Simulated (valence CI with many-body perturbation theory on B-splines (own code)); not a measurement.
Results of a calculation; reference values are marked as such.
## A CI+MBPT run for Pt72+

The program does CI of the valence electrons with many-body perturbation theory for a frozen closed Dirac-Fock core.

Command, and the settings that its task file holds:

```sh
python run_cv.py task.json out
```

```
atom Pt  Z=78  mass_number=195  rms_radius_fm=5.4270
core [He] 2s1
valence 2s2 2p2
avg = 1
basis = S
breit = 1
cap = 10000
capref = 1200
cscale = 1
de = 0.0
dress = 0
eps = 2e-08
extrap = 1
h = 0.27
hh = 1
l2 = 3
lcore = 6
maxit = 60
n2 = 5
natural = 1
nlev = 21
nno = [3, 3, 3, 2, 1]
nroot = 26
nsp = [3, 3, 2, 1, 0]
pt2 = 1
qed = 1
rpa = 1
s1 = 1
s2 = 1
s3 = 1
screen = 1
tol = 2e-05
whole = 1
```

Q: What became of the run, and why?

A: It gave no result: the perturbation theory needs a core of closed shells. The program said: "the core must hold closed shells only".
